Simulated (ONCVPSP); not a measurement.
Configuration tests for strontium (ONCV)

- Element: Sr
- Generator: ONCVPSP 4.0.1
- Type: optimised norm-conserving Vanderbilt (ONCV)
- Functional: LDA (Perdew-Wang 92)
- Relativity: scalar-relativistic
- Frozen core: [Ar] 3d10
- Valence charge: 10
- Reference configuration: 4s2 4p6 5s2
- Partial waves: 4s+5s: rc 2.20 bohr, ncon 4, nbas 8, qcut 7.2 1/bohr, 2 projectors; 4p: rc 1.60 bohr, ncon 4, nbas 8, qcut 5.2 1/bohr, 2 projectors, debl 1.2 Ha; d scattering state at 0.42 Ha: rc 1.60 bohr, ncon 3, nbas 8, qcut 6.4 1/bohr, local
- Local potential: the d channel
- Core correction: Teter function, fcfact 5, rcfact 1.55

In the d channel the program set the typed energies aside and used 0.050 Ha.

Energies are relative to the spin-unpolarised reference configuration 4s2 4p6 5s2; without spin polarisation the order of configurations can differ from experiment.

```json
{"valence configuration": "4s2 4p6 5s1", "charge": "+1", "ΔE all-electron (eV)": "6.059", "error AE − PS (meV)": "-0.5"}
{"valence configuration": "4s2 4p6 4d1 5s0", "charge": "+1", "ΔE all-electron (eV)": "7.855", "error AE − PS (meV)": "-6.9"}
```

(1) What are ΔE and the potential's error for 4s2 4p6 5s0?

(2) What are ΔE and the potential's error for 4s2 4p6 5s1.5?

Levels in the configuration 4s2 4p6 5s1.5:

| level | all-electron (eV) | pseudo (eV) |
| --- | --- | --- |
| 4s | -43.962 | -43.965 |
| 4p | -25.885 | -25.885 |
| 5s | -6.033 | -6.033 |

## Answers

(1) ΔE = 17.235 eV all-electron; the error (AE − PS) is -2.4 meV.

(2) ΔE = 2.410 eV all-electron; the error (AE − PS) is -0.2 meV.
